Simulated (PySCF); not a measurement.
C₃H₈O₂Si, SMILES C[C@@H](C=O)[SiH2]O.

Coordinates come from a B3LYP-D3(BJ)/def2-SVP optimisation. The structure was generated by enumeration; whether it is a known compound was not checked. The values are those of a single conformer.

These are TDDFT-PBE/def2-SVPD (PySCF) values and carry that method's errors.

Vertical excitations. Isolated molecule, no solvent.

| state | energy (eV) | λ (nm) | f | main pairs |
|---|---|---|---|---|
| S1 | 3.96 | 313 | 0.001 | HOMO→LUMO 100 % |
| S2 | 5.00 | 248 | 0.001 | HOMO→LUMO+1 100 % |
| S3 | 5.31 | 233 | 0.003 | HOMO−1→LUMO 98 % |
| S4 | 5.80 | 214 | 0.027 | HOMO−2→LUMO 68 %, HOMO→LUMO+2 27 % |
| S5 | 5.97 | 208 | 0.022 | HOMO→LUMO+2 73 %, HOMO−2→LUMO 23 % |
| S6 | 6.42 | 193 | 0.021 | HOMO→LUMO+3 98 % |
| S7 | 6.53 | 190 | 0.016 | HOMO→LUMO+4 96 % |
| S8 | 6.60 | 188 | 0.005 | HOMO−1→LUMO+1 96 % |
| S9 | 6.69 | 185 | 0.010 | HOMO−2→LUMO+1 66 %, HOMO−3→LUMO 19 % |
| S10 | 6.72 | 184 | 0.010 | HOMO→LUMO+5 89 % |
| T1 | 3.39 | 366 | 0 | HOMO→LUMO 100 % |
| T2 | 4.96 | 250 | 0 | HOMO→LUMO+1 99 % |
| T3 | 5.08 | 244 | 0 | HOMO−2→LUMO 78 %, HOMO−1→LUMO 17 % |
| T4 | 5.25 | 236 | 0 | HOMO−1→LUMO 82 %, HOMO−2→LUMO 17 % |
Triplets are in the Tamm–Dancoff approximation, which puts them higher than full response would, so one can lie above its singlet here.
